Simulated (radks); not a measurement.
All-electron atom: Zn3+ in [Ar] 3d8 4d1 (not the ground configuration).

All-electron calculation, Dirac Kohn-Sham, PBE, spin-unpolarised, spherical densities, finite nucleus; open shells fill j = l - 1/2 first; Fermi nuclear charge, rms radius 3.9283 fm. Program: a radial shooting solver on a logarithmic mesh with Libxc functionals.

Energy parts (hartree):
total: -1792.08930
kinetic: 1825.56951
electron-nucleus: -4269.84905
Hartree: 721.99463
exchange-correlation: -69.80438

Orbitals (lengths in bohr, moments of r in powers of bohr; r(max) is where P^2 peaks):
| orbital | occ. | eigenvalue (hartree) | r(max) | <r^2> |
|---|---|---|---|---|
| 1s1/2 | 2 | -352.0698 | 0.03291 | 0.003405 |
| 2s1/2 | 2 | -44.68074 | 0.1893 | 0.06030 |
| 2p1/2 | 2 | -39.59834 | 0.1502 | 0.04717 |
| 2p3/2 | 4 | -38.72131 | 0.1530 | 0.04869 |
| 3s1/2 | 2 | -6.78577 | 0.5858 | 0.5208 |
| 3p1/2 | 2 | -5.16506 | 0.5832 | 0.5610 |
| 3p3/2 | 4 | -5.04809 | 0.5910 | 0.5767 |
| 3d3/2 | 4 | -2.33686 | 0.5493 | 0.7542 |
| 3d5/2 | 4 | -2.32119 | 0.5518 | 0.7620 |
| 4d3/2 | 1 | -0.68253 | 2.732 | 10.61 |
| 4d5/2 | 0 | -0.68128 | 2.739 | 10.65 |

The highest occupied level is 4d3/2 at -18.573 eV. Summed over all electrons, <r^2> = 21.56 bohr^2, which gives a Langevin (diamagnetic) susceptibility term of -17.1 x 10^-6 cm^3/mol.
